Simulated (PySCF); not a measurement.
**Correlation energy of I (iodine, neutral)**

[Kr] 4d10 5s2 5p5, 2P determinant. Calculation: PySCF 2.14, in aug-cc-pVTZ-PP with ECP28MDF; a scalar-relativistic core potential. Frozen: 4s2 4p6 4d10; 7 electrons correlated.

| level | correlation energy (mhartree) |
| --- | --- |
| CCSD | -133.54 |
| (T) | -4.44 |
| CCSD(T) | -137.98 |

Diagnostics: T1 = 0.0072, D1 = 0.0220, largest double amplitude 0.036.

Cost of the coupled-cluster step: about 2.3 core-seconds, for 7 correlated electrons.

Iterations:

```
CC2 = 0
CCSD nocc = (np.int64(4), np.int64(3)), nmo = (46, 46)
frozen orbitals [[0, 1, 2, 3, 4, 5, 6, 7, 8], [0, 1, 2, 3, 4, 5, 6, 7, 8]]
max_cycle = 100
direct = 0
conv_tol = 1e-08
conv_tol_normt = 1e-06
diis_space = 8
diis_start_cycle = 0
Init t2, MP2 energy = -0.115427488604716
Init E_corr(UCCSD) = -0.115427488612378
cycle = 1  E_corr(UCCSD) = -0.129272789734917  dE = -0.0138453011  norm(t1,t2) = 0.0412609
cycle = 2  E_corr(UCCSD) = -0.132255552215758  dE = -0.00298276248  norm(t1,t2) = 0.0134863
cycle = 3  E_corr(UCCSD) = -0.133576959354941  dE = -0.00132140714  norm(t1,t2) = 0.00559281
cycle = 4  E_corr(UCCSD) = -0.133544455742733  dE = 3.25036122e-05  norm(t1,t2) = 0.000833544
cycle = 5  E_corr(UCCSD) = -0.13353346841138  dE = 1.09873314e-05  norm(t1,t2) = 0.000202368
cycle = 6  E_corr(UCCSD) = -0.133536009197242  dE = -2.54078586e-06  norm(t1,t2) = 7.12127e-05
cycle = 7  E_corr(UCCSD) = -0.133536138296966  dE = -1.29099723e-07  norm(t1,t2) = 1.86291e-05
cycle = 8  E_corr(UCCSD) = -0.133536040267085  dE = 9.80298806e-08  norm(t1,t2) = 5.69738e-06
cycle = 9  E_corr(UCCSD) = -0.133536038906925  dE = 1.36015996e-09  norm(t1,t2) = 1.68909e-06
cycle = 10  E_corr(UCCSD) = -0.133536035121334  dE = 3.78559084e-09  norm(t1,t2) = 3.20315e-07
UCCSD converged
E(UCCSD) = -294.7954186093056  E_corr = -0.1335360351213344
UCCSD(T) correction = -0.00444140939624698
```
